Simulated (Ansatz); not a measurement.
WO2F, SMILES [O]=[W](=[O])[F] (connectivity only; charge and spin as stated), neutral, multiplicity 2.

The structure is a stationary point at r2SCAN-D4/def2-TZVP. The spin state was assumed, not searched. The isomer is the one that the SMILES or the coordinates give; other isomers of the formula were not compared. The def2 effective core potentials stand for the cores of W; spin–orbit coupling is left out.

Two levels are set side by side: PBE/def2-SVPD (Ansatz, an electronic-structure program) and PBE0/def2-SVPD (Ansatz). Energy differences of separate SCF runs at the same geometry; the states with an electron removed or added have multiplicity 1 and 1. Differences are taken from unrounded values.

```csv
quantity,PBE0,PBE,PBE minus PBE0
vertical ionisation energy (eV),10.35,10.00,-0.35
vertical electron affinity (eV),2.22,2.15,-0.07
```
